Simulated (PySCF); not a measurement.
Ionisation energy of Bi⁺ by level of theory

Bi⁺ [Xe] 4f14 5d10 6s2 6p2 (3P) → Bi²⁺ [Xe] 4f14 5d10 6s2 6p1 (2P), as a difference of total energies. Calculation: PySCF 2.14, in aug-cc-pVTZ-PP with ECP60MDF (6s5p4d2f, 55 functions); scalar relativity through the core potential. Correlated levels: valence: 5s2 5p6 5d10 frozen. The calculations carry no spin-orbit coupling.

```json
{"method": "UHF", "ionisation energy (eV)": "15.310"}
{"method": "MP2 (valence)", "ionisation energy (eV)": "15.581"}
{"method": "SCS-MP2 (valence)", "ionisation energy (eV)": "15.523"}
{"method": "CCSD (valence)", "ionisation energy (eV)": "15.618"}
{"method": "CCSD(T) (valence)", "ionisation energy (eV)": "15.633"}
```

How much does correlation contribute at CCSD(T) (valence)?

15.633 − (15.310) = 0.323 eV, measured against UHF.

Spin-orbit coupling is strong in these open shells (close to jj coupling). The scalar numbers leave it out and a first-order estimate fails, so it can dominate the gap to the real levels.

Errors of the correlated levels include the incompleteness of this basis and the frozen core.

For comparison: 16.703 eV (measured; NIST Atomic Spectra Database, ionization energies).
